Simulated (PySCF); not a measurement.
# Computed records: CH5NSi2, H4N2Si, H5NOSi2

Computed with PySCF 2.14.0. Calculation on a computer-drawn molecule: the log of a Hartree-Fock and frozen-core CCSD(T) single point meant for a local Hartree-Fock minimum, with one planted fault or none, to be diagnosed. Offsets are logged minus clean, where the clean run is the same molecule without the fault. The reference is restricted for singlets and unrestricted otherwise, and also for a bond in bohr or an excited solution. Adding or removing an electron swaps singlet and doublet. The excited solution moves the top pair (singlet) or top alpha electron (doublet) to the lowest empty orbital. Highest occupied and lowest empty are orbital energies over both spins, largest force is the largest gradient component, triples share is (T) over the correlation energy, the T1 limit is 0.02 restricted and 0.045 unrestricted, electrons count all cores, a negative frequency is imaginary (commonest isotopes), and the dipole is about the centre of nuclear charge.

Common to all runs: meant charge 0; meant multiplicity 1; meant basis cc-pV(D+d)Z; logged SCF converged yes; possible faults no fault, one electron removed, one electron added, multiplicity raised by two, geometry at a saddle point, SCF held on an excited solution, minimal basis STO-3G, one bond length entered in bohr, all coordinates scaled.

(1) 
```xyz
9
formula=CH5NSi2 logged_electrons=46 logged_basis_functions=99 logged_spin_squared=2.281 logged_highest_occupied=-6.0557 logged_lowest_empty=0.61038 logged_largest_force=0.053852 logged_T1_diagnostic=0.040643 logged_D1_diagnostic=0.19258 logged_triples_share=0.035148 logged_CC_converged=yes logged_dipole_magnitude=0.92709 logged_SCF_stable_within_its_kind=yes logged_energy_HF=-672.98611 logged_energy_CCSD(T)=-673.51595 planted_fault=multiplicity_raised_by_two HF_energy_offset_from_clean_run=38.67 CCSD(T)_energy_offset_from_clean_run=55.91
N     -2.2410    -1.6913    -1.7415
Si    -2.3805    -0.1596    -2.4949
C     -1.4159     0.9522    -1.3307
Si    -1.2721     0.8526     0.3618
H     -1.6652    -1.9464    -0.9610
H     -2.7141    -2.4882    -2.1234
H     -1.0899     1.8980    -1.7639
H     -1.7329    -0.3024     1.1503
H     -0.6969     1.9092     1.2138
```

Units: logged_highest_occupied, logged_lowest_empty in eV; logged_largest_force in hartree/bohr; logged_dipole_magnitude in debye; logged_energy_HF, logged_energy_CCSD(T) in hartree; HF_energy_offset_from_clean_run, CCSD(T)_energy_offset_from_clean_run in kcal/mol.

Drawn bonds:
| atom | other atom | order |
| --- | --- | --- |
| 1 | 2 | 1 |
| 2 | 3 | 1 |
| 3 | 4 | 2 |
| 1 | 5 | 1 |
| 1 | 6 | 1 |
| 3 | 7 | 1 |
| 4 | 8 | 1 |
| 4 | 9 | 1 |

(2) 
```xyz
9
formula=CH5NSi2 logged_electrons=46 logged_basis_functions=99 logged_spin_squared=0 logged_highest_occupied=-4.1499 logged_lowest_empty=-2.4184 logged_largest_force=0.06612 logged_CC_converged=no logged_dipole_magnitude=1.8342 logged_SCF_stable_within_its_kind=no logged_energy_HF=-672.74838 planted_fault=SCF_held_on_an_excited_solution HF_energy_offset_from_clean_run=187.8
N     -2.2410    -1.6913    -1.7415
Si    -2.3805    -0.1596    -2.4949
C     -1.4159     0.9522    -1.3307
Si    -1.2721     0.8526     0.3618
H     -1.6652    -1.9464    -0.9610
H     -2.7141    -2.4882    -2.1234
H     -1.0899     1.8980    -1.7639
H     -1.7329    -0.3024     1.1503
H     -0.6969     1.9092     1.2138
```

Units: logged_highest_occupied, logged_lowest_empty in eV; logged_largest_force in hartree/bohr; logged_dipole_magnitude in debye; logged_energy_HF in hartree; HF_energy_offset_from_clean_run in kcal/mol.

Drawn bonds:
| atom | other atom | order |
| --- | --- | --- |
| 1 | 2 | 1 |
| 2 | 3 | 1 |
| 3 | 4 | 2 |
| 1 | 5 | 1 |
| 1 | 6 | 1 |
| 3 | 7 | 1 |
| 4 | 8 | 1 |
| 4 | 9 | 1 |

Notes: CCSD not converged.

(3) 
```xyz
7
formula=H4N2Si logged_electrons=32 logged_basis_functions=71 logged_spin_squared=0 logged_highest_occupied=-3.6996 logged_lowest_empty=-2.423 logged_largest_force=0.06158 logged_dipole_magnitude=0.23107 logged_SCF_stable_within_its_kind=no logged_energy_HF=-399.80303 planted_fault=SCF_held_on_an_excited_solution HF_energy_offset_from_clean_run=250
N     -2.1387     1.6005     1.2266
Si    -0.8618     1.7155     2.3624
N      0.0143     0.2889     2.0000
H     -2.2944     0.8760     0.5499
H     -2.8480     2.3061     1.1795
H      0.8464     0.0557     2.5066
H     -0.1977    -0.4009     1.3028
```

Units: logged_highest_occupied, logged_lowest_empty in eV; logged_largest_force in hartree/bohr; logged_dipole_magnitude in debye; logged_energy_HF in hartree; HF_energy_offset_from_clean_run in kcal/mol.

Drawn bonds:
| atom | other atom | order |
| --- | --- | --- |
| 1 | 2 | 1 |
| 2 | 3 | 1 |
| 1 | 4 | 1 |
| 1 | 5 | 1 |
| 3 | 6 | 1 |
| 3 | 7 | 1 |

Notes: coupled-cluster numbers left out as unreliable.

(4) 
```xyz
7
formula=H4N2Si logged_electrons=32 logged_basis_functions=71 logged_spin_squared=2.0047 logged_highest_occupied=-5.5238 logged_lowest_empty=0.93203 logged_largest_force=0.024268 logged_T1_diagnostic=0.012942 logged_D1_diagnostic=0.048354 logged_triples_share=0.023767 logged_CC_converged=yes logged_dipole_magnitude=0.66584 logged_SCF_stable_within_its_kind=yes logged_energy_HF=-400.09926 logged_energy_CCSD(T)=-400.53988 planted_fault=multiplicity_raised_by_two HF_energy_offset_from_clean_run=64.07 CCSD(T)_energy_offset_from_clean_run=84.36
N     -2.1387     1.6005     1.2266
Si    -0.8618     1.7155     2.3624
N      0.0143     0.2889     2.0000
H     -2.2944     0.8760     0.5499
H     -2.8480     2.3061     1.1795
H      0.8464     0.0557     2.5066
H     -0.1977    -0.4009     1.3028
```

Units: logged_highest_occupied, logged_lowest_empty in eV; logged_largest_force in hartree/bohr; logged_dipole_magnitude in debye; logged_energy_HF, logged_energy_CCSD(T) in hartree; HF_energy_offset_from_clean_run, CCSD(T)_energy_offset_from_clean_run in kcal/mol.

Drawn bonds:
| atom | other atom | order |
| --- | --- | --- |
| 1 | 2 | 1 |
| 2 | 3 | 1 |
| 1 | 4 | 1 |
| 1 | 5 | 1 |
| 3 | 6 | 1 |
| 3 | 7 | 1 |

(5) 
```xyz
9
formula=H5NOSi2 logged_electrons=48 logged_basis_functions=99 logged_spin_squared=0 logged_highest_occupied=-4.2759 logged_lowest_empty=-2.6757 logged_largest_force=0.077123 logged_dipole_magnitude=1.1768 logged_SCF_stable_within_its_kind=no logged_energy_HF=-709.81262 planted_fault=SCF_held_on_an_excited_solution HF_energy_offset_from_clean_run=237.9
N      2.6464     2.2918     0.3113
Si     2.3725     0.8141     1.1011
O      2.2713    -0.1754    -0.2355
Si     2.0511    -1.6942    -0.8176
H      2.7639     3.1536     0.8092
H      2.7088     2.4069    -0.6842
H      3.2407    -2.1013    -1.5945
H      0.8648    -1.7168    -1.6989
H      1.8471    -2.6542     0.2905
```

Units: logged_highest_occupied, logged_lowest_empty in eV; logged_largest_force in hartree/bohr; logged_dipole_magnitude in debye; logged_energy_HF in hartree; HF_energy_offset_from_clean_run in kcal/mol.

Drawn bonds:
| atom | other atom | order |
| --- | --- | --- |
| 1 | 2 | 1 |
| 2 | 3 | 1 |
| 3 | 4 | 1 |
| 1 | 5 | 1 |
| 1 | 6 | 1 |
| 4 | 7 | 1 |
| 4 | 8 | 1 |
| 4 | 9 | 1 |

Notes: coupled-cluster numbers left out as unreliable.
